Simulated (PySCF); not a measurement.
Löwdin shares of the frontier orbitals

C7H11Cl.
Z-matrix (Å and degrees, PBE0-D3(BJ)/def2-SVP geometry), rows numbered from 1:
```
Cl
C   1  1.7918
C   2  1.5260  1  111.58
C   3  1.5293  2  104.22  1   150.42
C   4  1.5320  3  103.37  2   -38.22
C   5  1.5252  4  104.09  3    39.49
C   6  1.5464  2   89.11  1   119.94
C   2  1.5402  1  113.88  3  -134.66
H   3  1.1006  2  112.32  1   -85.31
H   3  1.1010  2  108.35  1    33.55
H   4  1.1035  3  110.55  2    79.95
H   4  1.1002  3  112.66  2  -160.81
H   5  1.1014  4  113.35  3   162.27
H   5  1.1026  4  109.69  3   -77.81
H   6  1.0977  2  114.91  1     3.39
H   7  1.1005  6  113.94  2   114.67
H   7  1.0987  6  114.37  2  -120.35
H   8  1.1010  2  114.15  1   118.71
H   8  1.0974  2  112.72  1    -5.77
```

Theory: TDDFT CAM-B3LYP/def2-SVPD, vertical, gas phase, core orbitals frozen in the response (PySCF 2.14.0, density-fitted response routines).

Kohn–Sham orbitals with the atoms that hold most of them (Löwdin shares over 4%, at most four atoms; ? is withheld):

```tsv
orbital	ε (eV)	atoms
HOMO-3	-10.45	C7 14%, C3 12%, C8 11%, C4 8%
HOMO-2	-10.24	C7 20%, C6 17%, C8 12%, Cl1 12%
HOMO-1	-9.47	Cl1 59%, C2 12%, C8 11%
HOMO	?	?
LUMO	1.22	?
LUMO+1	1.60	Cl1 32%, H18 12%, C8 9%, C2 8%
LUMO+2	1.85	Cl1 22%, H16 10%, H11 10%, H13 7%
```

Problem. Which atoms hold the HOMO, and with what shares?

Solution. Cl1 (bonded to C) 52%; C2 (bonded to 3 C and Cl) 14%; C6 (bonded to 3 C and H) 13%; C3 (bonded to 2 C and 2 H) 5%. By element: chlorine 52%, carbon 32% or more.

Problem. Which atoms hold the LUMO, and with what shares?

Solution. Cl1 (bonded to C) 14%; C5 (bonded to 2 C and 2 H) 8%; C4 (bonded to 2 C and 2 H) 8%; H12 (bonded to C) 7%. By element: carbon 16% or more, chlorine 14%, hydrogen 7% or more.

Problem. What is the HOMO energy, and the HOMO–LUMO gap?

Solution. ε(HOMO) = -9.25 eV; the gap is 10.47 eV (0.3848 hartree).

Problem. The HOMO–LUMO gap is 10.47 eV. Where does the response calculation put the lowest singlet, and from which orbitals?

Solution. S1 is at 7.02 eV (f = 0.0019), 3.45 eV below the gap, made of HOMO→LUMO (44%), HOMO→LUMO+1 (32%), HOMO→LUMO+4 (10%). 

Next come S2 at 7.21 eV (f 0.0009), HOMO-1→LUMO (41%), HOMO-1→LUMO+1 (32%), HOMO-1→LUMO+4 (13%); S3 at 7.99 eV (f 0.052), HOMO→LUMO+1 (34%), HOMO→LUMO (30%), HOMO→LUMO+2 (23%); S4 at 8.15 eV (f 0.045), HOMO-1→LUMO+1 (32%), HOMO-1→LUMO (29%), HOMO-1→LUMO+2 (24%); S5 at 8.36 eV (f 0.017), HOMO-2→LUMO (61%), HOMO-2→LUMO+1 (11%).

One conformer stands for the species.
